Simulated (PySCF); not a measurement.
# C4H7FO3Si: full NMR table

- Formula: C4H7FO3Si
- SMILES: CO[C@H]1OC=C(F)[SiH2]O1
- Point group of the computed structure: C1
- Degrees of unsaturation: 2
- Carbon signals: 4
- Proton signals: 5

Mapped SMILES: `[CH3:1][O:2][C@H:3]1[O:4][CH:5]=[C:6]([F:7])[SiH2:8][O:9]1`; H(Xn) means a hydrogen on atom n. Ha(Si8) is cis to O2 on the ring; Hb(Si8) is trans to O2 on the ring.

Non-relativistic, a single conformation, no solvent, averaged over atoms made equivalent by symmetry, fast rotation or ring inversion. Shielding tensors at PBE0/pcSseg-1 (GIAO); structure optimised with GFN2-xTB; PySCF 2.14.0 with density-fitted response routines.

Scale: 1H and 13C and 29Si vs TMS; 19F vs CFCl3; 17O against H2O (reference shieldings calculated alike).

| carbon | δC, type | δH (multiplicity) | HMBC from (2–3 bonds) | span of the C tensor (ppm) |
| --- | --- | --- | --- | --- |
| C1 | 55.9, CH3 | 3.62 (s) | H(C3) | 82 |
| C3 | 110.6, CH | 5.78 (s) | H(C5), Ha(Si8), Hb(Si8), H(C1) | 35 |
| C5 | 150.5, CH | 7.38 (m) | H(C3), Ha(Si8), Hb(Si8) | 180 |
| C6 | 156.2, C | – | H(C5), Ha(Si8), Hb(Si8) | 134 |

Other nuclei:
```tsv
atoms	nucleus	environment	δ (ppm)	σ (ppm)
Ha(Si8)	1H	hydrogen on a silicon bonded to C, O, in a 6-membered ring	5.38	26.34
Hb(Si8)	1H	hydrogen on a silicon bonded to C, O, in a 6-membered ring	5.04	26.68
F7	19F	vinylic fluorine	-182.3	353.3
Si8	29Si	silicon bonded to C, O, 2 H, in a 6-membered ring	-39.6	388.8
O4	17O	ether oxygen	141.1	195.0
O2	17O	ether oxygen	77.8	258.3
O9	17O	oxygen bonded to C, Si, in a 6-membered ring	77.7	258.4
```

Carbon types of the structure: 1 × C, 2 × CH, 1 × CH3, leaving 2 H on heteroatoms. δC 156.2: β carbon of an enol-ether or enamine type C=C. δC 150.5: alkene carbon bearing oxygen; an sp2 carbon further deshielded by the attached heteroatom. δC 110.6: sp3 carbon bearing two oxygens; 3 electronegative neighbours deshield it. δH 7.38: hydrogen on an alkene carbon bearing oxygen; olefinic region. δH 5.78: hydrogen on an sp3 carbon bearing two oxygens; its carbon carries O, which withdraws density.

Splittings by 19F in the carbon and heteronuclear signals aren't shown, as no couplings were computed. Shifts are as computed. Against solution values, carbons near 30 ppm lie about +3 ppm off and those near 130 ppm about +5 ppm. Of 1309 compounds with measured shifts, 239 miss one by over three times the rms of a fit or turn the order of signals round; such compounds aren't used in these exercises. Unscaled 19F shifts against computed CFCl3 carry errors that often reach 10 to 50 ppm. Experimental scales use liquid or dissolved standards, which lie at an offset from isolated H2O (liquid H2O: subtract about 36 ppm). No couplings were computed; multiplicities are counted from neighbouring protons, with m where these are inequivalent, close in shift, in a saturated or five-membered ring or joined by F or P, and br s for small geminal =CH2 splittings.
